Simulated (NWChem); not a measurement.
Species: GeSiN₂H₆; SMILES [SiH2]1[NH][GeH2][NH]1

```xyz
10

N     -0.0633    -1.2384    -0.4229
Si     0.0000     0.0000    -1.6612
N      0.0633     1.2384    -0.4229
Ge     0.0000     0.0000     0.9807
H      0.4064    -2.1344    -0.4214
H     -1.1910     0.1062    -2.5563
H      1.1910    -0.1062    -2.5563
H     -0.4064     2.1344    -0.4214
H      1.2694    -0.0755     1.8749
H     -1.2694     0.0755     1.8749
```
Atoms are numbered in this order, from 1.

Program: NWChem. Structure relaxed at the B3LYP/6-31G* (spherical d) level. Level B3LYP/def2-SVP: energy and gradient on several grids; changes count from the extra-fine grid, which is no exact limit either.

Task: Which is the coarsest grid (medium; xcoarse; coarse; fine; xfine) from which on the energy stays within 100 μHa and each gradient component within 200 μHa/bohr of xfine?

Result: medium.
| grid | size of the energy change (μHa) | largest change of a gradient component (μHa/bohr) |
|---|---|---|
| xcoarse | 500 | 10000 |
| coarse | 200 | 400 |
| medium | 20 | 80 |
| fine | < 10 | < 30 |
| xfine | < 10 | < 30 |
